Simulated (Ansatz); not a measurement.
Abridged output of a molecular run in Ansatz:

```
Functional definition: HF
1796 factors; integrals over basis functions are off by at most 1.5e-3 eV
mean field evaluation 1: about -19109.0055 eV, gradient 3.5e1 eV
mean field evaluation 2: about -19109.0186 eV, gradient 3.5e1 eV
mean field evaluation 4: about -19112.7979 eV, gradient 5.9e0 eV
mean field evaluation 8: about -19112.8921 eV, gradient 1.5e-1 eV
mean field evaluation 16: about -19112.8741 eV, gradient 1.1e0 eV
mean field -19112.89220920 eV, -702.3858335046 hartree, gradient 1.6e-6 eV, S^2 0.000000; 0 other end points of the search recorded, 0 dependent functions left out
12 core orbitals not correlated: weight in the atoms' cores, before any rotation towards them, 1.000 or more for the frozen orbitals, at most 0.000 for the correlated occupied ones
reference -19112.89220920 eV, -702.3858335046 hartree; 24, 24 occupied and 140, 140 virtual orbitals, 1796 factors
second order -31.96010475 eV of doubles, -0.00000000 eV of singles
cycle   1  -33.07052389 eV  change    -1.1e0 eV  update   1.4e-1
cycle   2  -33.96219323 eV  change   -8.9e-1 eV  update   4.1e-2
cycle   3  -34.18706645 eV  change   -2.2e-1 eV  update   2.3e-2
cycle   4  -34.17857644 eV  change    8.5e-3 eV  update   6.5e-3
cycle   5  -34.17670806 eV  change    1.9e-3 eV  update   3.0e-3
cycle   6  -34.17633364 eV  change    3.7e-4 eV  update   1.0e-3
cycle   7  -34.17551313 eV  change    8.2e-4 eV  update   5.2e-4
cycle   8  -34.17557888 eV  change   -6.6e-5 eV  update   2.4e-4
cycle   9  -34.17571625 eV  change   -1.4e-4 eV  update   1.0e-4
cycle  10  -34.17566947 eV  change    4.7e-5 eV  update   4.1e-5
perturbative correction -1.17705065 eV, -0.0432558135 hartree
Total energy: -19148.24492932 eV, -703.6850220061 hartree
```

Its atoms:

Cartesian coordinates in Å:
```
C 1.589 1.854 0.719
N 0.564 0.995 0.178
C -0.490 1.703 -0.521
C 0.341 -0.227 0.744
S 1.009 -0.672 2.202
N -0.470 -1.058 0.025
C -0.969 -2.267 0.634
C -0.400 -1.110 -1.420
H 1.858 2.590 -0.042
H 2.464 1.266 0.987
H 1.248 2.379 1.620
H -1.384 1.087 -0.584
H -0.186 1.992 -1.532
H -0.744 2.614 0.031
H -1.846 -2.598 0.072
H -1.247 -2.076 1.668
H -0.218 -3.066 0.629
H -1.379 -0.949 -1.883
H 0.295 -0.362 -1.794
H -0.036 -2.096 -1.731
```

Problem. Which basis set was used?
A. def2-TZVPPD
B. def2-SVP
C. def2-TZVPP
D. cc-pV(Q+d)Z

Solution. B. It gives 176 functions.

Problem. Write the keys of the input that set method, charge and spin (a neutral closed shell needs none for the last two).

Solution. 
```yaml
correlation: {method: ccsd_t}
```
